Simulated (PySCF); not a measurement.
B(H)(NMe2)(SiH3), SMILES [SiH3]BN(C)C at its GFN2-xTB optimised geometry (Å):

```
15

B      0.0042     0.8586     0.0000
H     -0.6099     1.8661     0.0000
N     -0.7488    -0.2987    -0.0004
C     -0.2155    -1.6430     0.0010
C     -2.1965    -0.3226    -0.0038
H     -0.5535    -2.1864     0.8898
H     -0.5624    -2.1920    -0.8807
H      0.8704    -1.6234    -0.0043
H     -2.5696    -0.8345    -0.8968
H     -2.5733    -0.8569     0.8743
H     -2.5883     0.6905     0.0080
Si     1.9658     0.8586     0.0000
H      2.5804     0.1655    -1.1518
H      2.5799     0.1926     1.1678
H      2.5883     2.1920    -0.0159
```

Calculation: B3LYP/def2-TZVP (PySCF). Cells within 0.4 Å of a nucleus heavier than hydrogen are left out (blank, or x).

Map of the deformation density (molecule minus spherical neutral atoms) (e/bohr³) on the plane z = 0.0 Å:

```
|1111111111111111111111111111111|
|1111111111111111111111111111111|
|1111111111111111111111111111111|
|1111111111111111111111111111111|
|1111111111111111111111111111111|
|1111111111111111111111111111111|
|1111111111111111111111111111111|
|1111111111111111111111111111111|
|1111111111111111111112341111111|
|1111111111111542111113662111111|
|1111111111112773111113542111111|
|1111110000012464233211221111111|
|11111001100002xxx553xxx00011111|
|11111018620002xxx553xx000011111|
|1111112782000574223100110111111|
|11111013xx23xx72011000111111111|
|11110000xx56xx10000000111111111|
|11111001xx221x30000000111111111|
|1111101110001551110001111111111|
|11111111100002xx452001111111111|
|11111111000001xx895001111111111|
|11111111110002x1331001111111111|
|1111111111101110011011111111111|
|1111111111111100001111111111111|
|1111111111111100011111111111111|
|1111111111111111111111111111111|
|1111111111111111111111111111111|
|1111111111111111111111111111111|
|1111111111111111111111111111111|
|1111111111111111111111111111111|
|1111111111111111111111111111111|
```
Scale: ten equal steps from -0.019 (start of '0') to 0.119 (end of '9'), in the order '0123456789'; x runs from -5.00 to 5.00, y from -5.00 (bottom) to 5.00 (top).
